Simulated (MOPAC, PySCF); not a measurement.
The same groups moved round the core (propene cyano+boryl). All species are isolated molecules in the gas phase. One relaxed conformer stands for each flexible species; it need not be the lowest. Strings in code marks are SMILES.

Quantity: electronic energy of isomers of C4H6BN relative to `B/C(C#N)=C/C`, in kJ/mol. Semi-empirical values (MOPAC) are differences of heats of formation.

Level 1: TPSSh-D3(BJ)/def2-TZVP // CAM-B3LYP-D3(BJ)/def2-TZVP (PySCF)
Level 2: B3LYP/3-21G // CAM-B3LYP-D3(BJ)/def2-TZVP (PySCF)
Level 3: PBE/6-31G* // CAM-B3LYP-D3(BJ)/def2-TZVP (PySCF)
Level 4: PM3 // CAM-B3LYP-D3(BJ)/def2-TZVP (MOPAC)

```tsv
species	level 1	level 2	level 3	level 4
`BC/C=C/C#N`	36.51	41.14	38.67	18.63
`B/C=C(\C)C#N`	18.22	17.50	17.66	17.03
`BC(=C)CC#N`	38.45	37.99	43.3	26.54
`BC/C=C\C#N`	33.45	39.00	36.96	20.67
`B/C(C#N)=C\C`	11.34	12.13	10.95	6.84
`B/C=C\CC#N`	38.24	36.82	42.3	29.05
`B/C=C/CC#N`	32.86	30.20	36.51	21.60
`B/C(C)=C/C#N`	17.07	15.96	15.57	14.77
`B/C(C)=C\C#N`	25.51	24.42	23.87	20.43
`BCC(=C)C#N`	42.7	48.2	47.5	28.23
`B/C=C(/C)C#N`	16.77	15.35	16.62	16.23
```
